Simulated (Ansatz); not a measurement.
(MgSe)4 cube (Mg₄Se₄). The state is a singlet with charge 0. Geometry r2SCAN-D4/def2-SVP.

```xyz
8

Mg    0.430    0.028   -1.814
Mg    1.521   -0.422    0.993
Mg   -1.319   -1.283    0.307
Mg   -0.632    1.677    0.515
Se    1.770    1.722   -0.412
Se    0.849   -2.251   -0.691
Se   -2.042    0.567   -1.333
Se   -0.577   -0.038    2.435
```

Problem. Estimate the orbital energies around the gap (eV) in Ansatz with PBE-D4/def2-TZVP, r2SCAN-D4/def2-TZVP, PBE0-D4/def2-SVP, PBE0-D4/def2-TZVP, BHLYP-D4/def2-TZVP.

Solution. 
```json
{"orbital": "HOMO−5", "PBE-D4/def2-TZVP": "-5.80", "r2SCAN-D4/def2-TZVP": "-6.04", "PBE0-D4/def2-SVP": "-6.83", "PBE0-D4/def2-TZVP": "-6.79", "BHLYP-D4/def2-TZVP": "-7.65"}
{"orbital": "HOMO−4", "PBE-D4/def2-TZVP": "-5.80", "r2SCAN-D4/def2-TZVP": "-6.04", "PBE0-D4/def2-SVP": "-6.83", "PBE0-D4/def2-TZVP": "-6.79", "BHLYP-D4/def2-TZVP": "-7.65"}
{"orbital": "HOMO−3", "PBE-D4/def2-TZVP": "-5.80", "r2SCAN-D4/def2-TZVP": "-6.04", "PBE0-D4/def2-SVP": "-6.83", "PBE0-D4/def2-TZVP": "-6.79", "BHLYP-D4/def2-TZVP": "-7.65"}
{"orbital": "HOMO−2", "PBE-D4/def2-TZVP": "-5.74", "r2SCAN-D4/def2-TZVP": "-5.98", "PBE0-D4/def2-SVP": "-6.78", "PBE0-D4/def2-TZVP": "-6.73", "BHLYP-D4/def2-TZVP": "-7.55"}
{"orbital": "HOMO−1", "PBE-D4/def2-TZVP": "-5.74", "r2SCAN-D4/def2-TZVP": "-5.98", "PBE0-D4/def2-SVP": "-6.78", "PBE0-D4/def2-TZVP": "-6.73", "BHLYP-D4/def2-TZVP": "-7.55"}
{"orbital": "HOMO", "PBE-D4/def2-TZVP": "-5.74", "r2SCAN-D4/def2-TZVP": "-5.98", "PBE0-D4/def2-SVP": "-6.78", "PBE0-D4/def2-TZVP": "-6.73", "BHLYP-D4/def2-TZVP": "-7.55"}
{"orbital": "LUMO", "PBE-D4/def2-TZVP": "-3.04", "r2SCAN-D4/def2-TZVP": "-2.69", "PBE0-D4/def2-SVP": "-2.47", "PBE0-D4/def2-TZVP": "-2.40", "BHLYP-D4/def2-TZVP": "-1.81"}
{"orbital": "LUMO+1", "PBE-D4/def2-TZVP": "-2.00", "r2SCAN-D4/def2-TZVP": "-1.62", "PBE0-D4/def2-SVP": "-1.33", "PBE0-D4/def2-TZVP": "-1.33", "BHLYP-D4/def2-TZVP": "-0.74"}
{"orbital": "LUMO+2", "PBE-D4/def2-TZVP": "-2.00", "r2SCAN-D4/def2-TZVP": "-1.62", "PBE0-D4/def2-SVP": "-1.33", "PBE0-D4/def2-TZVP": "-1.33", "BHLYP-D4/def2-TZVP": "-0.74"}
{"orbital": "LUMO+3", "PBE-D4/def2-TZVP": "-2.00", "r2SCAN-D4/def2-TZVP": "-1.62", "PBE0-D4/def2-SVP": "-1.33", "PBE0-D4/def2-TZVP": "-1.33", "BHLYP-D4/def2-TZVP": "-0.74"}
{"orbital": "LUMO+4", "PBE-D4/def2-TZVP": "-0.60", "r2SCAN-D4/def2-TZVP": "-0.24", "PBE0-D4/def2-SVP": "0.15", "PBE0-D4/def2-TZVP": "0.15", "BHLYP-D4/def2-TZVP": "1.00"}
{"orbital": "LUMO+5", "PBE-D4/def2-TZVP": "-0.27", "r2SCAN-D4/def2-TZVP": "0.12", "PBE0-D4/def2-SVP": "0.38", "PBE0-D4/def2-TZVP": "0.37", "BHLYP-D4/def2-TZVP": "1.00"}
```
